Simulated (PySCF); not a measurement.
# What a mistake does to a calculation on C2GeH8N

Calculated results; nothing here was measured. The program is PySCF 2.14.0, an open-source quantum chemistry code, run on an isolated molecule that a program drew, which may never have been made. The molecule is C2GeH8N (charge 0, doublet), drawn as the SMILES string `[CH2]N[CH2][GeH3]`.

Each row is a Hartree-Fock (HF) and frozen-core CCSD(T) single point in the cc-pVDZ basis, meant for a local HF minimum. Run 1 is clean. Each other run has one planted mistake out of seven kinds, and not every kind appears here: one electron removed, one electron added, multiplicity raised by two, geometry at a saddle point, minimal basis STO-3G, one bond length entered in bohr, all coordinates scaled. The reference is restricted for singlets and unrestricted otherwise, and also for a bond in bohr. Adding or removing an electron swaps singlet and doublet. Electrons count all cores. HOMO and LUMO are orbital energies over both spins, the gradient is its largest component, and the lowest frequency (negative if imaginary) is given only where the gradient is small. Bond lengths are over the 11 bonds as drawn. T1 is the CCSD diagnostic: over 0.02 (restricted) or 0.045 (unrestricted) a single reference is doubtful. Germanium has the cc-pVDZ-PP basis, with a core potential (ECP10MDF) in place of its 10 inner electrons, and its 3s, 3p and 3d shells are frozen in CCSD(T).

Geometry of the clean run:
```xyz
12
C2GeH8N, angstrom
C    -1.4999    1.3512   -1.0942
N    -0.4645    1.3144   -2.0261
C     0.5689    0.3064   -1.8683
Ge    1.7726    0.5375   -0.3028
H    -1.9177    0.3918   -0.8082
H    -2.1844    2.1862   -1.1819
H    -0.0881    2.2228   -2.2208
H     1.1823    0.2894   -2.7715
H     0.0935   -0.6750   -1.8039
H     2.3092    1.9773   -0.2908
H     2.9611   -0.4301   -0.4156
H     1.0458    0.2699    1.0192
```

```
run,electrons,basis functions,<S^2>,HOMO (eV),LUMO (eV),gradient (hartree/bohr),lowest frequency (cm^-1),mean bond (Å),longest bond (Å),T1,HF (hartree),CCSD(T) (hartree),mistake
1,59,105,0.761,-7.79,3.94,2.5e-05,87,1.3449,1.988,0.0157,-428.15518,-428.76871,no fault
2,59,105,3.771,-2.03,-0.56,9.1e-02,-,1.3449,1.988,0.0630,-427.90866,-428.50887,multiplicity raised by two
3,58,105,0.000,-16.24,-4.74,1.4e-01,-,1.3449,1.988,0.0213,-427.92217,-428.54451,one electron removed
4,59,105,1.299,-9.66,3.11,7.9e-02,-,1.4624,2.744,0.0564,-428.09013,-428.69824,?
5,59,105,0.760,-7.41,4.13,5.1e-02,-,1.2790,1.891,0.0144,-428.12502,-428.72903,?
```

**Which mistake was planted in run 4, and what did it cost?**

The mean bond changes by a factor of 1.087 and the longest by 1.380, so the molecule wasn't scaled as a whole. A length L in bohr read as angstrom grows by (1/0.5292 - 1) L = 0.890 L. The 11 bonds together grew by 11 x 0.1175 = 1.292 Å, which gives L = 1.453 Å. That is bond N2-C3, 1.452 Å in the clean geometry. So the mistake is: one bond length entered in bohr. Subtracting run 1 and multiplying by 627.51 kcal/mol a hartree, the energy moved by 40.8 kcal/mol in HF and 44.2 kcal/mol in CCSD(T).

**Which mistake was planted in run 5, and what did it cost?**

The mean and the longest bond both change by the same factor, 0.951, and the gradient is no longer small. So the mistake is: all coordinates scaled. Subtracting run 1 and multiplying by 627.51 kcal/mol a hartree, the energy moved by 18.9 kcal/mol in HF and 24.9 kcal/mol in CCSD(T).

Cautions from the logs. Run 2: T1 is over the limit, so its CCSD(T) energy is less reliable; run 3: T1 is over the limit, so its CCSD(T) energy is less reliable; run 4: T1 is over the limit, so its CCSD(T) energy is less reliable.
